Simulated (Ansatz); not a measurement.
Cost and result for the atomization energy of C$_{2}$H$_{5}$NOSi, SMILES `CO[SiH2]C#N` (10 atoms, 9 bonds).

Cartesian coordinates in Å:
```
C 0.369 1.528 0.092
O -0.763 0.686 0.194
Si -0.812 -0.850 -0.334
C 0.509 -1.836 0.526
N 1.348 -2.420 1.058
H 0.682 1.648 -0.950
H 0.096 2.505 0.491
H 1.208 1.131 0.672
H -2.122 -1.418 0.031
H -0.514 -0.974 -1.780
```

Charge 0, multiplicity 1. The structure was optimised at the PBE0-D4/def2-TZVP level. It is one conformer, not always the lowest. Program: Ansatz. All runs use 4 threads of an Arm Neoverse N1 on a shared host. Times are those of one run each, without the atoms' runs, and a repeat can differ threefold. Electronic energies, without spin–orbit coupling; frozen cores. CCSD(T)/CBS adds CCSD(T) − MP2 in def2-TZVPP to the MP2 limit, and its time is that of the two runs behind it. T1 = 0.012.

CCSD(T)/CBS is a level of theory with its own doubt, some kJ/mol a heavy atom from the limit and from the frozen cores, so smaller differences don't rank the functionals.

```json
{"level": "revPBE-D4/def2-TZVPP", "functions": "236", "wall time": "2.8 s"}
{"level": "PBE-D4/def2-TZVPP (with forces)", "functions": "236", "wall time": "3.5 s"}
{"level": "PBE0-D4/def2-TZVPP", "functions": "236", "wall time": "3.9 s"}
{"level": "CCSD(T)/def2-SVP", "functions": "99", "wall time": "6 s"}
{"level": "r2SCANh-D4/def2-TZVPP", "functions": "236", "wall time": "7 s"}
{"level": "r2SCAN-D4/def2-TZVPP (with forces)", "functions": "236", "wall time": "7 s"}
{"level": "PBE-QIDH/def2-TZVPP", "functions": "236", "wall time": "8 s"}
{"level": "ωB97X-V/def2-TZVPP", "functions": "236", "wall time": "11 s"}
{"level": "B97M-V/def2-TZVPP", "functions": "236", "wall time": "12 s"}
{"level": "ωB97M-V/def2-TZVPP (with forces)", "functions": "236", "wall time": "15 s"}
{"level": "MP2/def2-QZVPP", "functions": "448", "wall time": "30 s"}
{"level": "CCSD(T)/def2-TZVPP", "functions": "236", "wall time": "2.7 min"}
{"level": "CCSD(T)/CBS(def2)", "functions": "–", "wall time": "3.2 min"}
```

Question: What atomization energy does each give, and how far from CCSD(T)/CBS? (Estimate.)

Answer: The calculation gave: 
```
                             level  atomization (kcal/mol)  difference from CCSD(T)/CBS  per bond
              revPBE-D4/def2-TZVPP                   948.3                         -5.4      -0.6
   PBE-D4/def2-TZVPP (with forces)                   973.2                         19.5       2.2
                PBE0-D4/def2-TZVPP                   949.2                         -4.5      -0.5
                  CCSD(T)/def2-SVP                   895.1                        -58.6      -6.5
             r2SCANh-D4/def2-TZVPP                   942.0                        -11.7      -1.3
r2SCAN-D4/def2-TZVPP (with forces)                   950.4                         -3.3      -0.4
               PBE-QIDH/def2-TZVPP                   942.5                        -11.2      -1.3
                ωB97X-V/def2-TZVPP                   956.3                          2.6       0.3
                 B97M-V/def2-TZVPP                   951.8                         -1.9      -0.2
  ωB97M-V/def2-TZVPP (with forces)                   956.5                          2.8       0.3
                    MP2/def2-QZVPP                   964.9                         11.2       1.2
                CCSD(T)/def2-TZVPP                   926.7                        -27.0      -3.0
                 CCSD(T)/CBS(def2)                   953.7                          0.0       0.0
```

From BLYP to BHLYP (50 % exact exchange), in def2-TZVPP and without D4, the atomization energy moves by −34.5 kcal/mol: exact exchange takes away binding that semilocal exchange gives to molecules. In def2-TZVPP, CCSD(T) changes the Hartree–Fock value by +252.6 kcal/mol (the triples alone add +16.7 kcal/mol) and MP2 by +274.7 kcal/mol; breaking electron pairs costs correlation energy, which Hartree–Fock lacks. At CCSD(T), def2-SVP lies −58.7 kcal/mol from the extrapolated value and def2-TZVPP −27.1 kcal/mol: correlation converges slowly with the basis, and small sets miss more of it in the bonded molecule than in its fragments.
